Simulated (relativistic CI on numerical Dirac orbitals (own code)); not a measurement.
Charge states of gadolinium

Method of calculation: Dirac-Coulomb-Breit CI, separate exchange-only KLI orbitals for each configuration, model QED, valence Slater integrals scaled by 0.9 (own radial code, finite nucleus).

Each species is treated in one configuration, given outside its closed core. Radial values are for the open shell of highest l, unscaled and averaged over j; ζ includes the Breit term. Labels give the leading LS character, summed over repeated terms.

```csv
Ion,Configuration,Its lowest level,LS weight (%),ζ (cm⁻¹),⟨r⟩ (bohr),⟨r²⟩ (bohr²),Next level,E (cm⁻¹)
Gd57+,2s2 2p3,J = 3/2 (mixed),48,3.976e+06,0.07856,0.007504,4S°_3/2,5.7212e+06
Gd58+,2s2 2p2,3P_0,69,4.041e+06,0.07802,0.007397,3P_1,5.846e+06
Gd59+,2s2 2p,2P°_1/2,100,4.106e+06,0.0775,0.007295,2P°_3/2,6.1666e+06
Gd60+,2s2,1S_0,100,,,,,
Gd61+,2s,2S_1/2,100,,0.08784,0.009122,,
Gd62+,1s2,1S_0,100,,,,,
```
